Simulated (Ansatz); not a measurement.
`[CH2][Si](Cl)(Cl)Cl` radical, one more setting.

```yaml
crystal:
  periodic: [false, false, false]
  atoms:
    - {symbol: C, position_ang: [-0.226931, 0.723222, 0.889020]}
    - {symbol: Si, position_ang: [0.146022, -0.402240, -0.487190]}
    - {symbol: Cl, position_ang: [1.325368, -1.931393, 0.156244]}
    - {symbol: Cl, position_ang: [-1.559901, -1.206344, -1.263979]}
    - {symbol: Cl, position_ang: [1.101288, 0.602769, -1.977476]}
    - {symbol: H, position_ang: [-0.290530, 0.370998, 1.912633]}
    - {symbol: H, position_ang: [-0.434017, 1.774988, 0.725148]}
basis:
  gaussian: {orbitals: cc-pVTZ-DK}
magnetization: {spin_polarized: true, initial_magnetization: 1}
hamiltonian: {xc: {name: wB97M-V}}
```

```sh
$ ansatz run in.yaml --threads 4 --pin off --events-out ev --progress --plain --max-ram 10444MiB
```

It prints (some lines left out):

```
Functional definition: wB97M-V
1431 factors; their error is unknown
254 factors; integrals over basis functions are off by at most 3.5e-5 eV
mean field evaluation 1: about -46647.3017 eV, gradient 2.1e1 eV
mean field evaluation 2: about -46648.4435 eV, gradient 1.5e1 eV
mean field evaluation 4: about -46649.4569 eV, gradient 7.7e-1 eV
mean field evaluation 8: about -46649.6035 eV, gradient 2.4e-1 eV
mean field evaluation 16: about -46649.6037 eV, gradient 1.2e-4 eV
mean field -46649.60368965 eV, -1714.3413153574 hartree, gradient 5.1e-5 eV, S^2 0.753202; 0 other end points of the search recorded, 0 dependent functions left out
reference -46649.60373253 eV, -1714.3413169333 hartree; 37, 36 occupied and 157, 158 virtual orbitals, 1431 factors
Total energy: -46649.60373253 eV, -1714.3413169333 hartree
Relativity: scalar
```

Hardware: 4 threads of an AMD EPYC 7B13 on a shared host. Wall time 11 s, peak host memory 1.1 GiB.
